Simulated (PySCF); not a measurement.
SMILES C[SiH](C)[Ge]([Cl])([Cl])[Cl], singlet, PBE0/def2-SVP optimised geometry.

```
14

Si     0.15    -0.10     0.00
C     -0.55    -1.21    -1.35
C     -0.55     1.64     0.00
Ge    -0.50    -1.09     2.08
Cl     0.19    -3.12     2.32
Cl    -2.66    -1.15     2.21
Cl     0.18     0.02     3.81
H      1.64    -0.10     0.00
H     -0.30    -0.81    -2.34
H     -1.64    -1.27    -1.26
H     -0.13    -2.22    -1.27
H     -0.14     2.22     0.84
H     -1.64     1.62     0.09
H     -0.29     2.16    -0.94
```

Density from PBE0/def2-TZVP (PySCF 2.14.0) at that geometry.

Minimum of the electron density along straight lines between bonded atoms, close to the bond critical point (lines longer than 1.1 times the sum of covalent radii, or with two minima, are not listed):

| bond | length / Å | ρ at the minimum / e bohr⁻³ | ∇²ρ there / e bohr⁻⁵ | position (fraction from the first atom) |
|---|---|---|---|---|
| Si1–C2 | 1.874 | 0.121 | 0.17 | 0.39 |
| Si1–C3 | 1.874 | 0.121 | 0.17 | 0.39 |
| Si1–Ge4 | 2.390 | (withheld) | -0.10 | 0.36 |
| Ge4–Cl5 | 2.161 | 0.104 | 0.16 | 0.43 |
| Ge4–Cl6 | 2.168 | 0.103 | 0.15 | 0.43 |
| Ge4–Cl7 | 2.161 | 0.104 | 0.16 | 0.43 |
| Si1–H8 | 1.494 | 0.120 | 0.15 | 0.49 |
| C2–H9 | 1.102 | 0.266 | -0.87 | 0.64 |
| C2–H10 | 1.101 | 0.267 | -0.88 | 0.64 |
| C2–H11 | 1.100 | 0.267 | -0.88 | 0.64 |
| C3–H12 | 1.100 | 0.268 | -0.88 | 0.64 |
| C3–H13 | 1.101 | 0.267 | -0.88 | 0.64 |
| C3–H14 | 1.102 | 0.266 | -0.87 | 0.64 |

Q: Some entries are withheld; supply them.

A: 
- Si1–Ge4, ρ at the minimum / e bohr⁻³: 0.086
